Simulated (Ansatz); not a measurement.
Isomers of Li5H5⁺ (doublet), relaxed with PBE0-D4/def2-TZVP; total energies from Ansatz at CCSD(T)/def2-TZVPP.

```tsv
isomer	description	energy (Eh)
A	point group not assigned; 8 × H–Li 1.70 to 1.88 Å	-40.33251
B	point group not assigned; 8 × H–Li 1.62 to 1.86 Å	-40.33362
C	point group Cs; 2 × Li–Li 2.90 to 2.97 Å; 9 × H–Li 1.65 to 1.86 Å	-40.30013
```

Correlated methods freeze no core orbitals; core or outer-core shells of Li are correlated, in sets that lack core-valence functions.

The isomers come from a short search, and lower ones may exist.

Work out the relative energies (1 Eh = 2625.5 kJ/mol) and the Boltzmann populations at 800 K from electronic energies alone (R = 8.314 J/mol/K).

ΔE: A 2.9, B 0.0, C 87.9 kJ/mol. RT = 6.65 kJ/mol. Factors exp(−ΔE/RT): A 0.647, B 1, C 1.82e-06; sum 1.647. Populations: A 39.3 %, B 60.7 %, C 0.0 %. Zero-point energy, vibrational entropy and symmetry numbers are left out and can shift these; an error of 4 kJ/mol changes a ratio by a factor of 1.8. Over the other density-functional and correlated levels in def2 sets, the gap between B and A ranges from -21 to 7 kJ/mol.
